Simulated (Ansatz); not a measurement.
## A relaxation, step by step

SiH3Cl3O, singlet, PBE0-D4/def2-TZVP (Ansatz 0.2.0). Settings:

```yaml
hamiltonian: {xc: pbe0, dispersion: d4}
relax: {f_tol: 0.005, max_steps: 200}
```

Start, a step off a saddle point along its unstable mode:

```
8
angstrom
Si -0.4009 0.1991 -0.5671
Cl 2.3252 -0.2240 0.1423
Cl -0.2637 -1.5855 -1.5243
Cl -2.3784 0.6698 -0.5202
H 0.3172 1.3142 -1.2163
H 1.1845 -0.1750 0.9319
O -0.0495 0.0968 1.0884
H -0.7343 -0.2954 1.6654
```

```csv
step,energy less the last (meV),largest force component (eV/Å)
1,720.5,1.956
3,322.7,1.788
5,28.4,0.654
7,10.1,0.117
9 (rejected trial),11.2,0.390
11,6.0,0.086
13,3.7,0.082
15,2.2,0.101
17,1.4,0.020
19 (rejected trial),1.1,0.131
21,0.5,0.065
23,0.3,0.012
25,0.2,0.039
27,0.1,0.004
29,0.0,0.022
31,0.0,0.004
32,0.0,0.003
```

Step 7, positions (Å) and forces (eV/Å):

| atom | x | y | z | Fx | Fy | Fz |
| --- | --- | --- | --- | --- | --- | --- |
| Si1 | -0.730 | 0.210 | -0.622 | 0.016 | 0.004 | 0.039 |
| Cl2 | 3.023 | -0.185 | 0.670 | -0.055 | 0.002 | 0.028 |
| Cl3 | -0.649 | -1.574 | -1.591 | -0.009 | -0.012 | -0.009 |
| Cl4 | -2.665 | 0.843 | -0.604 | -0.001 | 0.006 | -0.005 |
| H5 | 0.138 | 1.188 | -1.286 | -0.015 | -0.006 | 0.005 |
| H6 | 1.769 | -0.104 | 0.973 | 0.061 | 0.003 | -0.019 |
| O7 | -0.182 | 0.059 | 0.914 | 0.067 | 0.077 | -0.117 |
| H8 | -0.704 | -0.436 | 1.546 | -0.064 | -0.074 | 0.078 |

Step 11, positions (Å) and forces (eV/Å):

| atom | x | y | z | Fx | Fy | Fz |
| --- | --- | --- | --- | --- | --- | --- |
| Si1 | -0.763 | 0.197 | -0.651 | 0.034 | 0.027 | 0.005 |
| Cl2 | 3.081 | -0.135 | 0.850 | -0.086 | 0.007 | 0.014 |
| Cl3 | -0.779 | -1.588 | -1.627 | -0.043 | 0.021 | 0.019 |
| Cl4 | -2.668 | 0.910 | -0.544 | 0.035 | -0.045 | -0.010 |
| H5 | 0.106 | 1.145 | -1.355 | -0.005 | 0.007 | -0.003 |
| H6 | 1.795 | -0.059 | 0.976 | 0.085 | -0.003 | -0.008 |
| O7 | -0.142 | 0.026 | 0.853 | -0.067 | -0.049 | 0.025 |
| H8 | -0.630 | -0.496 | 1.497 | 0.047 | 0.036 | -0.042 |

Step 31, positions (Å) and forces (eV/Å):

```
atom       x       y       z      Fx      Fy      Fz
 Si1  -0.774   0.102  -0.722  -0.004  -0.001   0.000
 Cl2   3.068   0.392   1.234  -0.004  -0.001  -0.001
 Cl3  -1.386  -1.563  -1.719   0.001   0.002   0.001
 Cl4  -2.411   1.247  -0.336   0.003  -0.001   0.000
  H5   0.204   0.850  -1.518  -0.001   0.000   0.000
  H6   1.825   0.091   1.054   0.003   0.001   0.001
  O7  -0.023  -0.309   0.671   0.003   0.001   0.000
  H8  -0.503  -0.809   1.335  -0.002   0.000  -0.001
```

Last step (32):

```xyz
8
angstrom
Si -0.7737 0.0993 -0.7233
Cl 3.0644 0.4037 1.2418
Cl -1.3977 -1.5612 -1.7192
Cl -2.4023 1.2533 -0.3302
H 0.2050 0.8429 -1.5224
H 1.8242 0.0937 1.0563
O -0.0194 -0.3167 0.6659
H -0.5004 -0.8151 1.3311
```

Time: 51 s of wall clock on 8 CPU threads of an Arm Neoverse V2; the host was shared. Peak host memory: 0.64 GiB.
